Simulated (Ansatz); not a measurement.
Relaxation of CH6O3Si (11 atoms, charge 0, multiplicity 1), to a largest force component of 0.02 eV/Å in at most 40 steps.

Method: Ansatz 0.2.0, RKS B3LYP-D4/6-31G.

```xyz
11
Properties=species:S:1:pos:R:3:forces:R:3
Si 0.000 0.000 0.000 0.38 0.55 0.68
H 0.000 0.000 1.460 -0.09 -0.16 0.79
O 1.584 0.000 -0.559 1.16 -1.79 -0.52
H 1.901 -0.952 -0.676 0.09 1.46 -0.14
O -0.791 1.371 -0.559 -2.12 0.16 -0.68
H -1.749 1.140 -0.782 1.21 0.87 -0.01
O -0.791 -1.371 -0.559 0.00 -0.36 -0.74
C -1.536 -2.268 0.250 -0.59 -0.75 0.55
H -1.225 -2.158 1.310 -0.31 -0.27 -0.21
H -2.619 -2.040 0.157 0.41 -0.24 0.12
H -1.349 -3.311 -0.083 -0.13 0.55 0.18
```

**Question.** Where does it end, and by what steps?

**Answer.** The forces met the threshold. The force dipped under the threshold on the way, but the program's further checks kept it going. Limits of this set-up: no polarisation functions. After 16 steps the energy has fallen by 0.578 eV; O7 moved furthest, 0.71 Å.

| step | energy less start (eV) | largest force component (eV/Å) | accepted |
| --- | --- | --- | --- |
| 0 | 0.0000 | 2.124 | yes |
| 1 | -0.2507 | 1.172 | yes |
| 2 | -0.3534 | 0.363 | yes |
| 3 | -0.4452 | 0.525 | yes |
| 4 | -0.4962 | 0.496 | yes |
| 5 | -0.5447 | 0.380 | yes |
| 6 | -0.5663 | 0.224 | yes |
| 7 | -0.5692 | 0.081 | yes |
| 8 | -0.5742 | 0.074 | yes |
| 9 | -0.5752 | 0.012 | yes |
| 10 | -0.5754 | 0.083 | yes |
| 11 | -0.5758 | 0.064 | yes |
| 12 | -0.5762 | 0.090 | yes |
| 13 | -0.5767 | 0.074 | yes |
| 14 | -0.5771 | 0.045 | yes |
| 15 | -0.5775 | 0.023 | yes |
| 16 | -0.5775 | 0.019 | yes |

```xyz
11
Properties=species:S:1:pos:R:3
Si 0.060 -0.064 0.225
H 0.250 0.248 1.664
O 1.510 0.130 -0.648
H 1.844 -0.562 -1.241
O -1.159 1.013 -0.285
H -1.344 1.259 -1.204
O -0.374 -1.695 -0.084
C -1.609 -2.345 0.311
H -1.701 -2.389 1.404
H -2.478 -1.821 -0.101
H -1.576 -3.361 -0.084
```

Whether the end is a true minimum wasn't checked by a vibrational analysis.

The run took 22 s on 1 thread of AMD EPYC 9R45 96-Core Processor (Zen 5), on a shared host, peak memory 0.16 GiB.
